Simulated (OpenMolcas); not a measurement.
# Multiconfigurational calculation on Ir4+

Input:

```
&GATEWAY
Coord
1

Ir 0.0 0.0 0.0
Basis=ANO-R1
Group=XYZ
NoMove
AngMom=0.0 0.0 0.0
AMFI
&SEWARD
&RASSCF
FileOrb=start.orb
Symmetry=1
Spin=6
nActEl=5 0 0
Inactive=15 19
Ras2=5 0
CIRoot=1 1 1
SDav=1
CIMx=300
Iter=120 100
PrWF=0.3
OrbListing=Nothing
MaxOrb=0
Atom
>>> COPY $Project.JobIph JOB001
&RASSCF
FileOrb=start.orb
Symmetry=1
Spin=4
nActEl=5 0 0
Inactive=15 19
Ras2=5 0
CIRoot=24 24 1
SDav=24
CIMx=300
Iter=120 100
PrWF=0.3
OrbListing=Nothing
MaxOrb=0
Atom
>>> COPY $Project.JobIph JOB002
&RASSCF
FileOrb=start.orb
Symmetry=1
Spin=2
nActEl=5 0 0
Inactive=15 19
Ras2=5 0
CIRoot=75 75 1
SDav=75
CIMx=300
Iter=120 100
PrWF=0.3
OrbListing=Nothing
MaxOrb=0
Atom
>>> COPY $Project.JobIph JOB003
&RASSI
NrOfJobIphs=3 1 24 45
1
1 2 3 4 5 6 7 8 9 10 11 12 13 14 15 16 17 18 19 20 21 22 23 24
1 2 3 4 5 6 7 8 9 10 11 12 13 14 15 16 17 18 19 20 21 22 23 24 25 26 27
28 29 30 31 32 33 34 35 36 37 38 39 40 41 42 43 44 45
IphNames
JOB001
JOB002
JOB003
EJob
SpinOrbit
DIPRint=1.0
SOCoupling=1000.0
Subsets=2
MEES
Property=10
'ANGMOM' 1 'ANGMOM' 2 'ANGMOM' 3 'MLTPL  1' 1 'MLTPL  1' 2 'MLTPL  1' 3
'AMFI' 1 'AMFI' 2 'AMFI' 3 'MLTPL  2' 6
SOProperty=3
'ANGMOM' 1 'ANGMOM' 2 'ANGMOM' 3
```

Launched by
```bash
OMP_NUM_THREADS=1 MOLCAS_MEM=2252 MOLCAS_PROJECT=a pymolcas a.inp > a.log  # once for each step of the input, in one work folder
```

A driver script runs the steps one by one and writes start.orb anew before each from the orbitals found so far.

Output, cut to the results:

```
--- SEWARD ---
Basis set label: IR.ANO-R...7S5P4D2F.

      Electronic valence basis set:
      ------------------
      Associated Effective Charge  77.000000 au
      Associated Actual Charge     77.000000 au
      Nuclear Model: Finite nucleus - Gaussian distribution
        Gaussian exponent, Xi/bohr**(-2):  1.43981E+08

      Shell  nPrim  nBasis  Cartesian Spherical Contaminant
         s      25       7        X
         p      20       5        X
         d      15       4                 X
         f      10       2                 X
                  Relativistic X2C integrals
                  Atomic mean-field integrals
--- RASSCF ---
Wave function specifications:
      -----------------------------

      Number of closed shell electrons          68
      Number of electrons in active shells       5
      Max number of holes in RAS1 space          0
      Max nr of electrons in RAS3 space          0
      Number of inactive orbitals               34
      Number of active orbitals                  5
      Number of secondary orbitals              17
      Spin quantum number                      2.5
      State symmetry                             1
Orbital specifications:
      -----------------------

      Symmetry species                           1   2
                                                ag  au
      Frozen orbitals                            0   0
      Inactive orbitals                         15  19
      Active orbitals                            5   0
      RAS1 orbitals                              0   0
      RAS2 orbitals                              5   0
      RAS3 orbitals                              0   0
      Secondary orbitals                         7  10
      Deleted orbitals                           0   0
      Number of basis functions                 27  29
      Number of CSFs                             1
      Number of root(s) required                 1
      Iter CI   SX   CI       RASSCF       Energy    max ROT     max BLB   max BLB  Level Ln srch  Step   QN
          iter iter root      energy       change     param      element    value   shift minimum  type update
 Nr of preliminary CI iterations:   1
      Total energies have been shifted. Add               -17000.00 au
        1   1    6    1  -820.42916292    0.00E+00   1.83E-01*  17  20 2  3.86E-01*  0.00   0.00    SX    NO
        2   1    7    1  -820.77733884   -3.48E-01*  1.59E-02   15  22 1  1.38E-01*  0.00   0.00    SX    NO
        3   1    6    1  -820.79239517   -1.51E-02*  1.55E-02   12  25 2  4.72E-02*  0.00   0.00    SX    NO
        4   1    6    1  -820.79481044   -2.42E-03*  7.29E-03   14  27 2 -2.16E-02*  0.00   0.00    SX    NO
        5   1    5    1  -820.79533812   -5.28E-04*  2.38E-03   11  24 2  1.04E-02*  0.00   0.68    QN   YES
        6   1    4    1  -820.79549495   -1.57E-04*  3.90E-05   15  28 2  1.54E-04*  0.00   1.01    QN   YES
        7   1    3    1  -820.79549498   -3.30E-08*  1.10E-06   15  22 1  8.36E-06   0.00   1.01    QN   YES
        8   1    2    1  -820.79549498   -6.18E-11   1.86E-07   15  22 1  1.23E-06   0.00   1.08    QN   YES
      Convergence after  8 iterations
        9   1    2    1  -820.79549498   -3.64E-12   1.86E-07    3  22 1 -8.88E-08   0.00   1.08    QN   YES
      Natural orbitals and occupation numbers for root  1
      sym 1:   1.000000   1.000000   1.000000   1.000000   1.000000
::    RASSCF root number  1 Total energy: -17820.79549498
--- RASSCF ---
Wave function specifications:
      -----------------------------

      Number of closed shell electrons          68
      Number of electrons in active shells       5
      Max number of holes in RAS1 space          0
      Max nr of electrons in RAS3 space          0
      Number of inactive orbitals               34
      Number of active orbitals                  5
      Number of secondary orbitals              17
      Spin quantum number                      1.5
      State symmetry                             1
Orbital specifications:
      -----------------------

      Symmetry species                           1   2
                                                ag  au
      Frozen orbitals                            0   0
      Inactive orbitals                         15  19
      Active orbitals                            5   0
      RAS1 orbitals                              0   0
      RAS2 orbitals                              5   0
...
--- RASSI ---
SPIN-FREE ENERGIES:
  (Shifted by EMIN (a.u.) =     -17820.7954949844)

 SF State       Relative EMIN(au)   Rel lowest level(eV)    D:o, cm**(-1)      L_eff

     1             0.0000000000        0.0000000000              0.0000         0.0
     2             0.1253773838        3.4116924173          27517.1551         4.0
     3             0.1253773838        3.4116924173          27517.1551         4.0
     4             0.1253773838        3.4116924173          27517.1551         4.0
     5             0.1253773838        3.4116924173          27517.1551         4.0
     6             0.1253773838        3.4116924173          27517.1551         4.0
     7             0.1253773838        3.4116924173          27517.1551         4.0
     8             0.1253773838        3.4116924173          27517.1551         4.0
     9             0.1253773838        3.4116924173          27517.1551         4.0
    10             0.1253773838        3.4116924173          27517.1551         4.0
    11             0.1466536135        3.9906481220          32186.7478         1.0
    12             0.1466536135        3.9906481220          32186.7478         1.0
    13             0.1466536135        3.9906481220          32186.7478         1.0
    14             0.1539870262        4.1902004464          33796.2458         2.0
    15             0.1539870262        4.1902004464          33796.2458         2.0
    16             0.1539870262        4.1902004464          33796.2458         2.0
    17             0.1539870262        4.1902004464          33796.2458         2.0
    18             0.1539870262        4.1902004464          33796.2458         2.0
    26             0.1798788057        4.8947516598          39478.8346         6.0
    27             0.1798788057        4.8947516598          39478.8346         6.0
    28             0.1798788057        4.8947516598          39478.8346         6.0
...
```

Levels above the lowest, from the spin-orbit matrix, grouped by J:

| Configuration | Term | J | E (cm-1) | g | Term weight % | Second |
| --- | --- | --- | --- | --- | --- | --- |
| 5d5 | 6S | 5/2 | 0.0 | 1.943 | 87 | 12 4P |
| 5d5 | 4G | 5/2 | 21763 | 0.974 | 38 | 20 2F |
| 5d5 | 4G | 7/2 | 26821 | 1.074 | 68 | 13 2F |
| 5d5 | 4G | 11/2 | 27782 | 1.226 | 79 | 16 2H |
| 5d5 | 4P | 3/2 | 28664 | 1.419 | 51 | 40 4D |
| 5d5 | 4G | 5/2 | 29207 | 1.138 | 38 | 26 4P |
| 5d5 | 4G | 9/2 | 29283 | 1.170 | 86 | 7 4F |
| 5d5 | 4P | 1/2 | 33237 | 1.602 | 60 | 40 4D |
| 5d5 | 4D | 7/2 | 35642 | 1.322 | 72 | 21 4G |
| 5d5 | 4D | 5/2 | 39291 | 1.271 | 49 | 25 2D |
| 5d5 | 2I | 11/2 | 39966 | 0.994 | 73 | 14 4G |
| 5d5 | 4D | 1/2 | 41257 | 1.066 | 60 | 40 4P |

Some high roots are left out of the spin-orbit mixing, which shifts the levels that they would mix with. Without dynamic correlation excited terms often stand tens of per cent too high (terms of higher spin than the ground term too low), and those without a measured partner can miss by more than the paired ones. The basis is small and was not contracted for so high a charge. Levels of configurations outside the active space are missing. The first state left out of the spin-orbit step lies near 53000 cm-1 above the lowest spin-free state of the reference (among the parities and spins computed), and the list stops at four fifths of that energy or lower.

The RASSCF and RASSI steps took 22 s on 1 thread of Arm Neoverse V1 (shared host); the integral step is not counted.

The term weight is that of the spin-free term in the level, not the purity of its configuration.
